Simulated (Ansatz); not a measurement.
C2H8O2Si2 can be A, `C=C[SiH](O)[SiH2]O`, or B, `C=C[SiH2][SiH](O)O`.

Computed with Ansatz on PBE0-D4/def2-TZVP structures; ΔE is electronic, products minus reactants. CCSD(T)/CBS adds triple-zeta CCSD(T) − MP2 to the extrapolated MP2 energy (def2 sets, frozen cores). DFT in def2-TZVPP. B3LYP here is the variant with VWN-RPA as its local correlation; programs differ in this. One conformer a species, not always the lowest.

(1) Which is lower in electronic energy at CCSD(T)/CBS, and by how much? (An estimate is asked.)

(2) Give E(B) − E(A) in kcal/mol with HF/def2-TZVPP, CCSD/def2-TZVPP, ωB97M-V, B2PLYP, CCSD(T)/def2-TZVPP, B3LYP-D4, B3LYP. (An estimate is asked.)

Largest T1 diagnostic: 0.013.

Answers

(1) The calculation gave: B, by 6.1 kcal/mol.

(2) Ansatz gave: HF/def2-TZVPP -5.3, CCSD/def2-TZVPP -6.2, ωB97M-V -6.4, B2PLYP -6.1, CCSD(T)/def2-TZVPP -6.4, B3LYP-D4 -6.0, B3LYP -6.0. None reverses the order clearly.

In def2-TZVPP, CCSD(T) changes the Hartree–Fock value by −1.1 kcal/mol (the triples alone add −0.2 kcal/mol) and MP2 by −1.0 kcal/mol.
